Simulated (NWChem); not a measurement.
System: BeH₂Se; SMILES [BeH][SeH]

All runs: NWChem. Coordinates come from a PBE0/def2-SVP optimisation. Gas phase, vertical.

B3LYP/def2-SVPD, TDA puts singlet state 3 at 5.76 eV with oscillator strength 0.104.

### Question
Give the wavelength, the transition dipole and the radiative lifetime of that state in vacuum.

### Answer

1. λ = 1239.84/5.76 = 215 nm, or 46460 cm⁻¹.
2. f = (2/3) ΔE μ² in atomic units, so μ = √(1.5 f/ΔE) = 0.86 a.u. = 2.18 D.
3. τ = 1.499 s cm⁻² / (f ν²) = 6.7 ns, for a non-degenerate state that emits at the vertical energy; a higher state like this one mostly decays faster by other paths.
